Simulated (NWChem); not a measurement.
Species: BF cation, doublet

```xyz
2

B      0.0000     0.0000    -0.7773
F      0.0000     0.0000     0.4351
```
Atoms are numbered in this order, from 1.

All runs: NWChem. Spin-unrestricted. All runs use the structure optimised with PBE0-D3(BJ)/def2-TZVP, spin-unrestricted. No stability test was run on the SCF state. Fermi-contact couplings, non-relativistic, static geometry.

```
level                    A(iso) 11B atom 1 (MHz)  A(iso) 19F atom 2 (MHz)   <S²>
-----------------------  -----------------------  -----------------------  -----
BHandHLYP/aug-cc-pVTZ-J                     1802                      267  0.751
TPSSh/aug-cc-pVTZ-J                          [?]                      [?]  0.753
PBE0/IGLO-II                                1729                      270  0.753
CAM-B3LYP/IGLO-II                           1787                      285  0.752
```

Question: Some entries are withheld; supply them.

Answer: 
- TPSSh/aug-cc-pVTZ-J, A(iso) 11B atom 1 (MHz): 1716
- TPSSh/aug-cc-pVTZ-J, A(iso) 19F atom 2 (MHz): 252
